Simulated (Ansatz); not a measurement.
Program: Ansatz. Geometries: PBE0-D4/def2-TZVP. ΔE: electronic, gas phase. CCSD(T)/CBS adds triple-zeta CCSD(T) − MP2 to the extrapolated MP2 energy (def2 sets, frozen cores). Functionals use def2-TZVPP. B3LYP here is the variant with VWN-RPA as its local correlation; programs differ in this. Each species was taken in one conformer, which may not be the lowest.

Consider the isomerisation: `FC1=C(F)C(F)(F)C1` → `F/C=C(F)/C(F)=C/F`.

`FC1=C(F)C(F)(F)C1`:

Cartesian coordinates in Å:
```
F 1.427 -0.019 -1.967
C 0.731 -0.035 -0.860
C 1.003 -0.327 0.408
F 2.057 -0.713 1.085
C -0.401 -0.044 0.837
F -0.568 0.978 1.703
F -1.093 -1.089 1.341
C -0.718 0.295 -0.643
H -1.000 1.337 -0.802
H -1.438 -0.384 -1.103
```

`F/C=C(F)/C(F)=C/F`:

Z-matrix (Å, degrees):
```
C
C 1 1.329
F 1 1.326 2 121.3
H 1 1.080 2 123.2 3 180.0
C 2 1.446 1 124.3 3 -180.0
F 2 1.333 1 120.9 3 0.0
F 5 1.333 2 114.8 1 0.0
C 5 1.330 2 124.3 1 -180.0
F 8 1.326 5 121.3 2 -180.0
H 8 1.080 5 123.2 2 0.0
```

```json
{"level": "LDA (SPW92)", "ΔE (kcal/mol)": "10.0"}
{"level": "BLYP-D4", "ΔE (kcal/mol)": "-0.9"}
{"level": "ωB97M-V", "ΔE (kcal/mol)": "8.4"}
{"level": "B3LYP", "ΔE (kcal/mol)": "1.7"}
{"level": "CAM-B3LYP", "ΔE (kcal/mol)": "4.8"}
{"level": "HF/def2-SVP", "ΔE (kcal/mol)": "5.9"}
{"level": "CCSD(T)/def2-SVP", "ΔE (kcal/mol)": "7.1"}
{"level": "CCSD/def2-TZVPP", "ΔE (kcal/mol)": "7.8"}
```

(1) What does CCSD(T)/CBS give? (An estimate is asked.)

Largest T1 diagnostic among the species: 0.013.

Results:

(1) Computed: +7.5 kcal/mol. The listed levels differ from it by 2.5, -8.4, 0.9, -5.8, -2.7, -1.6, -0.4, 0.3 kcal/mol.

From r2SCAN to r2SCAN0 (25 % exact exchange), in def2-TZVPP and without D4, ΔE moves by +3.0 kcal/mol. In def2-TZVPP, CCSD(T) changes the Hartree–Fock value by +2.1 kcal/mol (the triples alone add −0.3 kcal/mol) and MP2 by +4.6 kcal/mol.

CCSD(T)/CBS has its own doubt, a few kJ/mol and more with outer-core shells, so smaller differences from it don't rank the levels.
